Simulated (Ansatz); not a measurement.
Isomers of CH4S2Si, relaxed with PBE0-D4/def2-TZVP in Ansatz; electronic energies, one conformer each and not always the lowest. Functionals use def2-TZVPP; CBS adds triple-zeta CCSD(T) − MP2 to the MP2 limit of def2-TZVPP and def2-QZVPP.

Order them by energy at frozen-core CCSD(T)/CBS, lowest first. (Estimate.)
A. `CS[Si]S`
B. `C[SiH]1SS1`
C. `SC1[SiH2]S1`
D. `C1[SiH2]SS1`

B (0.0 kcal/mol), A (11.9 kcal/mol), D (21.8 kcal/mol), C (36.0 kcal/mol).

How do PBE0-D4, PBE-D4, HF/CBS(def2), r2SCAN-D4 place them (kcal/mol, against `C[SiH]1SS1`)? (Best estimate.)

Ansatz gave: 
```csv
isomer,PBE0-D4,PBE-D4,HF/CBS(def2),r2SCAN-D4
`C1[SiH2]SS1`,21.8,22.0,21.2,23.6
`CS[Si]S`,11.6,9.3,10.7,12.8
`SC1[SiH2]S1`,36.0,35.3,36.0,36.3
```
